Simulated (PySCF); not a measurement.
Excitations are Tamm–Dancoff values on a coarser integration grid. The basis has no diffuse functions, so Rydberg states are missing or too high.

Cartesian coordinates (Å):
```xyz
13

Ga    -0.0183     0.1835     0.0399
Cl     1.2467     1.3159    -1.3243
Cl     0.4250     0.3427     2.1583
Cl    -2.0859    -0.1015    -0.5537
C      2.1090    -1.9217     0.0668
O      0.7532    -1.7026    -0.3690
C      0.4798    -2.2062    -1.6911
H      2.8192    -1.3825    -0.5947
H      2.1737    -1.5268     1.0967
H      2.3178    -3.0104     0.0587
H     -0.5911    -2.0129    -1.8837
H      0.6834    -3.2956    -1.7100
H      1.1045    -1.6783    -2.4420
```
Charge 0, multiplicity 1.

Task: What HOMO, T1 excitation (TDA), HOMO–LUMO gap, dipole moment and S1 excitation (TDA) does PBE-D3(BJ)/def2-TZVP // PBE-D3(BJ)/def2-SVP (PySCF 2.14.0) give?

Result: 
The HOMO comes out as -7.28 eV and the T1 excitation (TDA) is 5.22 eV. The HOMO–LUMO gap is 5.37 eV and the dipole moment comes out as 1.113 e·Å. The S1 excitation (TDA) is 5.51 eV.
